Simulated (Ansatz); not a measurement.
Steps of a relaxation of F$_{2}$H$_{5}$NSi$_{2}$, SMILES `N[SiH](F)[SiH2]F` with RKS PBE0-D4/def2-TZVP.

```sh
$ ansatz run in.yaml --threads 4 --pin off --events-out ev --progress --plain --max-ram 10444MiB
```

```yaml
crystal:
  periodic: [false, false, false]
  atoms:
    - {symbol: N, position_ang: [-1.322850, 0.422187, 0.937636]}
    - {symbol: Si, position_ang: [-0.642017, -0.721597, -0.153649]}
    - {symbol: F, position_ang: [-1.377252, -0.813028, -1.631219]}
    - {symbol: Si, position_ang: [1.530140, 0.136778, -0.437491]}
    - {symbol: F, position_ang: [1.345999, 1.758210, -0.151680]}
    - {symbol: H, position_ang: [-2.226329, 0.293437, 1.398368]}
    - {symbol: H, position_ang: [-1.075004, 1.410658, 0.843205]}
    - {symbol: H, position_ang: [-0.766600, -2.097305, 0.433491]}
    - {symbol: H, position_ang: [2.115797, -0.033045, -1.812427]}
    - {symbol: H, position_ang: [2.501216, -0.407494, 0.576868]}
basis:
  gaussian: {orbitals: def2-TZVP}
hamiltonian: {xc: pbe0, dispersion: d4}
relax: {f_tol: 0.005, max_steps: 150}
```

Positions (Å) and forces (eV/Å) along the path, 10 of 10 steps:

```xyz
10
step=1 energy=-22754.7642 eV
N    -1.323    0.422    0.938   -0.190    0.049   -0.219
Si   -0.642   -0.722   -0.154   -0.724    0.214   -0.477
F    -1.377   -0.813   -1.631    0.546    0.045    1.132
Si    1.530    0.137   -0.437    0.122    0.855    0.098
F     1.346    1.758   -0.152    0.201   -1.167   -0.223
H    -2.226    0.293    1.398    0.591    0.077   -0.315
H    -1.075    1.411    0.843   -0.189   -0.645    0.074
H    -0.767   -2.097    0.433    0.007    0.316   -0.162
H     2.116   -0.033   -1.812   -0.137    0.087    0.316
H     2.501   -0.407    0.577   -0.228    0.169   -0.222
10
step=2 energy=-22754.8268 eV
N    -1.369    0.415    0.949    0.124    0.001   -0.268
Si   -0.633   -0.684   -0.135   -0.632    0.025   -0.396
F    -1.351   -0.798   -1.600    0.339    0.088    0.675
Si    1.545    0.130   -0.453    0.144    0.878    0.166
F     1.448    1.748   -0.187    0.023   -0.797   -0.132
H    -2.264    0.248    1.391    0.192   -0.003   -0.093
H    -1.163    1.403    0.869   -0.077   -0.196    0.058
H    -0.751   -2.051    0.436    0.046    0.054   -0.022
H     2.118   -0.048   -1.815   -0.092   -0.042    0.057
H     2.504   -0.415    0.549   -0.067   -0.008   -0.044
10
step=3 energy=-22754.8540 eV
N    -1.364    0.413    0.939    0.112   -0.063   -0.137
Si   -0.634   -0.679   -0.138   -0.124    0.015   -0.130
F    -1.341   -0.784   -1.586    0.061    0.030    0.120
Si    1.545    0.137   -0.442   -0.085    0.360    0.054
F     1.455    1.737   -0.194    0.011   -0.216   -0.025
H    -2.247    0.238    1.385   -0.090   -0.036    0.062
H    -1.167    1.397    0.863    0.001    0.104    0.036
H    -0.739   -2.042    0.425    0.004   -0.080    0.053
H     2.081   -0.061   -1.807    0.050   -0.057   -0.064
H     2.493   -0.408    0.558    0.060   -0.058    0.032
10
step=4 energy=-22754.8576 eV
N    -1.372    0.413    0.934    0.024    0.001   -0.059
Si   -0.637   -0.677   -0.140   -0.002    0.009   -0.004
F    -1.340   -0.782   -1.584   -0.010    0.005   -0.011
Si    1.543    0.147   -0.442    0.016    0.061   -0.002
F     1.473    1.741   -0.199   -0.022   -0.028    0.004
H    -2.249    0.229    1.391   -0.017   -0.009    0.024
H    -1.177    1.399    0.868   -0.019    0.027    0.034
H    -0.736   -2.042    0.428    0.009   -0.017    0.018
H     2.085   -0.069   -1.806    0.008   -0.024   -0.022
H     2.493   -0.411    0.554    0.012   -0.025    0.018
10
step=5 energy=-22754.8583 eV
N    -1.380    0.416    0.931    0.003    0.039   -0.030
Si   -0.637   -0.668   -0.144    0.028   -0.050    0.055
F    -1.341   -0.779   -1.585   -0.022    0.008   -0.046
Si    1.548    0.147   -0.445   -0.012   -0.053   -0.013
F     1.475    1.738   -0.201    0.013    0.066    0.006
H    -2.249    0.219    1.400    0.031    0.000   -0.009
H    -1.194    1.405    0.873   -0.024   -0.020    0.027
H    -0.725   -2.034    0.429   -0.003    0.008    0.002
H     2.093   -0.078   -1.809   -0.003    0.000    0.013
H     2.494   -0.419    0.554   -0.011    0.002   -0.006
10
step=6 energy=-22754.8591 eV
N    -1.386    0.417    0.925    0.002   -0.006    0.004
Si   -0.637   -0.664   -0.147    0.010    0.041   -0.019
F    -1.339   -0.768   -1.591    0.005   -0.007    0.004
Si    1.549    0.150   -0.446   -0.008   -0.025   -0.009
F     1.490    1.745   -0.220   -0.002    0.002    0.002
H    -2.236    0.199    1.417    0.001    0.009    0.002
H    -1.213    1.409    0.882   -0.005   -0.019    0.003
H    -0.727   -2.029    0.424   -0.003   -0.005    0.008
H     2.099   -0.096   -1.804    0.002    0.004    0.001
H     2.484   -0.415    0.563   -0.002    0.006    0.004
10
step=7 energy=-22754.8592 eV
N    -1.386    0.415    0.928   -0.002    0.006    0.000
Si   -0.638   -0.660   -0.150   -0.002   -0.008   -0.002
F    -1.340   -0.765   -1.594    0.003    0.005    0.005
Si    1.549    0.149   -0.448   -0.005    0.001    0.003
F     1.491    1.746   -0.230   -0.001    0.000   -0.001
H    -2.236    0.195    1.421    0.005   -0.003   -0.002
H    -1.215    1.406    0.889    0.001    0.003   -0.001
H    -0.728   -2.026    0.422    0.003   -0.002   -0.002
H     2.106   -0.102   -1.803   -0.001   -0.002    0.002
H     2.480   -0.409    0.569   -0.001   -0.001   -0.001
10
step=8 energy=-22754.8592 eV
N    -1.384    0.414    0.931   -0.007    0.006    0.000
Si   -0.638   -0.659   -0.150    0.007    0.000   -0.002
F    -1.341   -0.758   -1.594   -0.002    0.002   -0.002
Si    1.549    0.149   -0.448   -0.002   -0.003    0.000
F     1.491    1.746   -0.237   -0.001    0.001   -0.001
H    -2.233    0.192    1.425    0.001   -0.002    0.000
H    -1.219    1.407    0.888    0.003   -0.006    0.001
H    -0.728   -2.027    0.417    0.001    0.001    0.002
H     2.108   -0.108   -1.800    0.000    0.000    0.000
H     2.478   -0.406    0.572    0.000    0.000    0.000
10
step=9 energy=-22754.8592 eV
N    -1.384    0.414    0.931    0.001   -0.003   -0.003
Si   -0.638   -0.659   -0.151   -0.001    0.001    0.002
F    -1.342   -0.757   -1.595    0.000    0.000    0.000
Si    1.549    0.149   -0.448    0.000   -0.001    0.000
F     1.490    1.747   -0.241    0.000    0.000    0.000
H    -2.233    0.191    1.424    0.000    0.001    0.001
H    -1.216    1.405    0.891    0.000    0.002    0.001
H    -0.729   -2.027    0.416    0.000   -0.001   -0.001
H     2.110   -0.111   -1.799    0.000    0.000    0.000
H     2.476   -0.403    0.575    0.000    0.000    0.000
10
step=10 energy=-22754.8592 eV
N    -1.384    0.413    0.932    0.000   -0.004   -0.002
Si   -0.638   -0.658   -0.152   -0.001    0.001    0.002
F    -1.343   -0.753   -1.596    0.000    0.000    0.000
Si    1.549    0.149   -0.449    0.002    0.002    0.000
F     1.489    1.748   -0.247    0.000   -0.001    0.000
H    -2.231    0.189    1.427    0.000    0.001    0.001
H    -1.217    1.405    0.894    0.000    0.002    0.000
H    -0.729   -2.027    0.412    0.000    0.000   -0.001
H     2.113   -0.116   -1.797    0.000    0.000    0.000
H     2.474   -0.399    0.578    0.000    0.000    0.000
```

It took 38 s on 4 threads of an Arm Neoverse V1 on a shared host, with 0.48 GiB of host memory at the peak.
